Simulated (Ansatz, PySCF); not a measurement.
Species: sum formula HSiO₂ (charge 0, doublet). It need not be the lowest isomer of its formula. 
Coordinates optimised at B3LYP-D3(BJ)/def2-TZVP (Ansatz, a quantum-chemistry and plane-wave program):
SMILES: [Si](=O)O
```xyz
4

Si     0.3954    -0.1586     0.0019
O      0.5276     1.3674     0.0069
O     -0.9914    -1.0231    -0.0086
H     -1.8255    -0.5336    -0.0121
```
Charge 0, spin multiplicity 2.

Total electronic energies in hartree. Valence correlation only, unless marked. Open shells are spin-unrestricted. Spin-orbit coupling is left out. No relativistic terms. CBS(X,Y): correlation extrapolated as X^-3; Hartree-Fock from the larger set. [CCSD(T)-MP2]/basis is that difference in the basis named.

| level | program | energy (Eh) |
|---|---|---|
| HF/def2-TZVPD | PySCF | -439.33649 |
| M06-L-D4/def2-TZVPD | PySCF + dftd4 | -440.59812 |
| B3LYP-D4/def2-TZVPD | Ansatz + dftd4 | -440.66007 |
| PBE0/STO-3G | Ansatz | -434.74985 |
| BHLYP-D3(BJ)/def2-TZVPD | Ansatz + dftd3 | -440.56128 |
| HSE06-D3(BJ)/def2-TZVPD | Ansatz + dftd3 | -440.34042 |
| wB97M-V/def2-TZVPD | Ansatz | -440.57735 |
| PBE-QIDH/def2-TZVPD | Ansatz | -440.24326 |
| MP2/STO-3G | Ansatz | -433.89816 |
| MP2/cc-pV(T+d)Z | Ansatz | -439.90751 |
| MP2/cc-pVTZ | Ansatz | -439.90065 |
| RI-MP2/CBS(cc-pV(T+d)Z,cc-pV(Q+d)Z) | Ansatz | -440.0029 |
| CCSD/cc-pV(D+d)Z | Ansatz | -439.71478 |
| CCSD/cc-pVTZ | Ansatz | -439.90101 |
| RI-MP2/CBS(cc-pV(T+d)Z,cc-pV(Q+d)Z)+[CCSD(T)-MP2]/cc-pV(T+d)Z | Ansatz | -440.0288 |

Totals of different functionals don't rank their quality; only differences between species are comparable.
